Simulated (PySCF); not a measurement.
# One molecule, several mistakes: BGeH4NSi

These are calculations, not measurements. The program is PySCF 2.14.0, an open-source quantum chemistry code, run on an isolated molecule that a program drew, which may never have been made. The molecule is BGeH4NSi (charge 0, singlet), drawn as the SMILES string `BN=[SiH][GeH]`.

Each row is a Hartree-Fock (HF) and frozen-core CCSD(T) single point in the cc-pV(D+d)Z basis, meant for a local HF minimum. Run 1 is clean. Each other run has one planted mistake out of seven kinds, and not every kind appears here: one electron removed, one electron added, multiplicity raised by two, geometry at a saddle point, minimal basis STO-3G, one bond length entered in bohr, all coordinates scaled. The reference is restricted for singlets and unrestricted otherwise, and also for a bond in bohr. Adding or removing an electron swaps singlet and doublet. Electrons count all cores. HOMO and LUMO are orbital energies over both spins, the gradient is its largest component, and the lowest frequency (negative if imaginary) is given only where the gradient is small. Bond lengths are over the 7 bonds as drawn. T1 is the CCSD diagnostic: over 0.02 (restricted) or 0.045 (unrestricted) a single reference is doubtful. Germanium has the cc-pVDZ-PP basis, with a core potential (ECP10MDF) in place of its 10 inner electrons, and its 3s, 3p and 3d shells are frozen in CCSD(T).

Geometry of the clean run:
```xyz
8
BGeH4NSi, angstrom
B    -0.7423    0.7683   -0.1697
N     0.4082    0.0006   -0.1918
Si    1.6793   -0.9134   -0.1998
Ge    1.8091   -2.8199    1.3658
H    -1.7018    0.4597   -0.8365
H    -0.8052    1.7572    0.5223
H     2.8033   -0.6329   -1.1275
H     1.7172   -3.8411    0.1588
```

```
run,electrons,basis functions,<S^2>,HOMO (eV),LUMO (eV),gradient (hartree/bohr),lowest frequency (cm^-1),mean bond (Å),longest bond (Å),T1,HF (hartree),CCSD(T) (hartree),mistake
1,62,94,0.000,-9.05,-0.63,3.4e-05,72,1.5577,2.470,0.0211,-663.74124,-664.22339,no fault
2,62,94,0.000,-9.02,-0.54,7.4e-02,-,1.4674,2.327,0.0194,-663.70952,-664.18098,all coordinates scaled
3,63,94,0.763,-2.23,6.08,3.7e-02,-,1.5577,2.470,0.0217,-663.79271,-664.28550,one electron added
4,62,94,2.086,-8.48,-1.16,3.8e-02,-,1.5577,2.470,0.0317,-663.71374,-664.18167,multiplicity raised by two
5,61,94,1.030,-14.40,-6.47,5.9e-02,-,1.5577,2.470,0.0674,-663.46312,-663.90535,?
```

**Which mistake was planted in run 5, and what did it cost?**

It counts 61 electrons, one fewer than the clean run, at the same geometry and basis. So the mistake is: one electron removed. Subtracting run 1 and multiplying by 627.51 kcal/mol a hartree, the energy moved by 174.5 kcal/mol in HF and 199.6 kcal/mol in CCSD(T).

Cautions from the logs. Run 1: T1 is over the limit, so its CCSD(T) energy is less reliable; run 5: T1 is over the limit, so its CCSD(T) energy is less reliable.
